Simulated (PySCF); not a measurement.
**TDDFT excited states: C5H4FN**

Compound: 2-fluoropyridine, C₅H₄FN.
InChI=1S/C5H4FN/c6-5-3-1-2-4-7-5/h1-4H

Computed, not measured: TDDFT PBE0/def2-SVPD, vertical, gas phase, core orbitals frozen in the response (PySCF). Geometry: GFN2-xTB; no solvent, vibrations or thermal averaging.

Question: What does the calculation give for the low-lying excited states?

Answer: 

```tsv
state	E (eV)	λ (nm)	f	symmetry	main configurations (H = HOMO, L = LUMO)
S1	5.31	233.7	0.0035	A″	H-1→L (99%)
S2	5.56	223.1	0.059	A′	H→L (81%), H-2→L+1 (16%)
S3	5.80	213.8	0.0001	–	H-1→L+1 (99%)
S4	6.47	191.5	0.039	A′	H→L+1 (70%), H-2→L (27%)
S5	7.38	167.9	0.0030	A″	H→L+2 (99%)
S6	7.51	165.1	0.480	A′	H-2→L (61%), H→L+1 (24%)
S7	7.63	162.4	0.391	A′	H-2→L+1 (71%), H→L (12%)
S8	7.95	156.0	0.044	A′	H-1→L+2 (90%)
```

Triplets, Tamm–Dancoff:

```
state  E (eV)  λ (nm)  main configurations (H = HOMO, L = LUMO)
   T1    4.26   291.0       H→L+1 (45%), H→L (36%), H-2→L (17%)
   T2    4.50   275.3                    H→L (62%), H→L+1 (29%)
   T3    4.67   265.7                               H-1→L (95%)
```

The lowest singlet comes at 234 nm (512 kJ/mol) in the ultraviolet; it is very weak; its leading configuration is HOMO-1→LUMO (99%). The strongest level in the table is S6 at 7.51 eV (165 nm, f = 0.480). Löwdin shares by element: HOMO carbon 74% or more (atoms not listed hold the other 26%); LUMO carbon 57% or more, nitrogen 20% (atoms not listed hold the other 23%). Weighted by f, the mean energy of these states is 7.42 eV. Orbital energies (eV): HOMO-3 -11.12, HOMO-2 -8.80, HOMO-1 -8.16, HOMO -7.75, LUMO -1.15, LUMO+1 -0.59, LUMO+2 0.83. The oscillator strengths of these states sum to 1.019; summed over the whole spectrum of an exact calculation they would give the number of electrons, 50 (Thomas–Reiche–Kuhn). Symmetry labels in Cs follow from the direction of the transition dipole and are given only for states with f of 0.002 or more. Only the lowest 8 singlets were computed, as vertical energies without vibronic structure.
